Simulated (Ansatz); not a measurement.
Cu₂Te⁻. Charge -1, multiplicity 2. Geometry PBE0-D4/def2-TZVPD; atoms count from 1.

```xyz
3

Cu   -0.946   -1.046   -0.041
Cu    1.311   -0.267   -0.448
Te   -0.365    1.313    0.489
```

In the def2 sets Te takes a core potential; there is no spin–orbit coupling. The highest occupied level of the charge -1 doublet lies above zero (up to 0.03 eV). By energy differences its removal costs 1.41 eV (vertical, to the charge 0 singlet, at PBE0-D4/def2-TZVPD); a positive level beside a positive removal energy at the same level points to self-interaction error. The structure comes from a short search, and lower isomers may exist.

Estimate the Mulliken populations from the PBE0/def2-TZVPD orbitals of Ansatz.


```json
{"atom": "Cu1", "charge (e)": "-0.21", "spin (α − β)": "0.37", "d electrons": "9.90"}
{"atom": "Cu2", "charge (e)": "-0.21", "spin (α − β)": "0.37", "d electrons": "9.90"}
{"atom": "Te3", "charge (e)": "-0.57", "spin (α − β)": "0.26", "d electrons": "–"}
```
Mulliken values and Mayer orders depend strongly on the basis. With diffuse functions, as here, like atoms can get unlike values, and bond orders can come out too low or too high.

Where does the spin sit?

Summed by element: Cu 0.74, Te 0.26, of 1 unpaired in all. Largest on single atoms: Cu2 0.37, Cu1 0.37, Te3 0.26.

And the Mayer bond orders between bonded heavy atoms (over 0.3)?

Cu1–Cu2 0.72 (2.42 Å); Cu1–Te3 1.06 (2.49 Å); Cu2–Te3 1.06 (2.49 Å).
